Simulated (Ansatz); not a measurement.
Consider the substitution at a C–Si bond: `N[SiH2]C=[Se]` + CH₃NH₂ → `CNC=[Se]` + `N[SiH3]`.

Isolated molecules relaxed with PBE0-D4/def2-TZVP in Ansatz; ΔE leaves out vibrations. CCSD(T)/CBS is the MP2 limit (def2-TZVPP, def2-QZVPP) plus CCSD(T) − MP2 in def2-TZVPP, frozen cores. This one scheme is used for every species. Functionals use def2-TZVPP. B3LYP here is the variant with VWN-RPA as its local correlation; programs differ in this. For Se outer-core shells are correlated without core-valence functions, which leaves a few kJ/mol of doubt a bond. Scalar relativity is left out up to krypton. One conformer a species, not always the lowest.

`N[SiH2]C=[Se]`:

Cartesian coordinates in Å:
```
N 0.098 -1.469 -0.189
Si -0.363 -0.050 0.627
C 0.107 1.405 -0.455
Se 1.040 1.275 -1.936
H 0.124 -2.377 0.241
H 0.731 -1.381 -0.970
H -1.830 0.017 0.878
H 0.298 0.176 1.948
H -0.204 2.404 -0.144
```

CH₃NH₂:

Z-matrix (Å, degrees):
```
C
N 1 1.453
H 1 1.092 2 109.4
H 1 1.100 2 115.4 3 -121.6
H 1 1.092 2 109.4 3 116.8
H 2 1.012 1 110.6 3 62.6
H 2 1.012 1 110.6 3 -179.3
```

`CNC=[Se]`:

```xyz
9

C     0.810   -0.686   -0.340
N    -0.392   -0.291    0.351
C    -0.891    0.937    0.318
Se   -0.204    2.331   -0.562
H     0.705   -0.515   -1.414
H     1.659   -0.091    0.005
H     0.996   -1.742   -0.149
H    -0.880   -0.989    0.888
H    -1.804    1.045    0.901
```

`N[SiH3]`:

```xyz
7

N    -0.830   -0.193   -0.642
Si    0.530    0.009    0.392
H    -0.785    0.133   -1.594
H    -1.759   -0.078   -0.271
H     1.731   -0.484   -0.331
H     0.818    1.409    0.827
H     0.295   -0.795    1.619
```

| level | ΔE (kJ/mol) | difference from CCSD(T)/CBS |
| --- | --- | --- |
| PBE-D4 | -57.1 | -19.8 |
| r2SCAN-D4 | -59.2 | -21.9 |
| PBE0-D4 | -56.0 | -18.7 |
| B3LYP-D4 | -53.8 | -16.5 |
| ωB97X-V | -53.3 | -16.0 |
| ωB97M-V | -49.4 | -12.1 |
| B2PLYP | -51.0 | -13.7 |
| PBE | -58.2 | -20.9 |
| r2SCAN | -59.5 | -22.2 |
| PBE0 | -57.1 | -19.8 |
| B3LYP | -55.7 | -18.4 |
| HF/def2-TZVPP | -55.9 | -18.6 |
| MP2/def2-TZVPP | -43.9 | -6.6 |
| SCS-MP2/def2-TZVPP | -41.4 | -4.1 |
| CCSD/def2-TZVPP | -39.3 | -2.0 |
| CCSD(T)/def2-TZVPP | -39.1 | -1.8 |
| HF/def2-QZVPP | -55.8 | -18.5 |
| MP2/def2-QZVPP | -42.8 | -5.5 |
| SCS-MP2/def2-QZVPP | -40.1 | -2.8 |
| HF/CBS(def2) | -55.8 | -18.5 |
| MP2/CBS(def2) | -42.1 | -4.8 |
| CCSD/CBS(def2) | -37.5 | -0.2 |
| CCSD(T)/CBS | -37.3 | 0 |

Largest T1 diagnostic among the species: 0.016.

In def2-TZVPP, CCSD(T) changes the Hartree–Fock value by +16.8 kJ/mol (the triples alone add +0.2 kJ/mol) and MP2 by +12.0 kJ/mol.
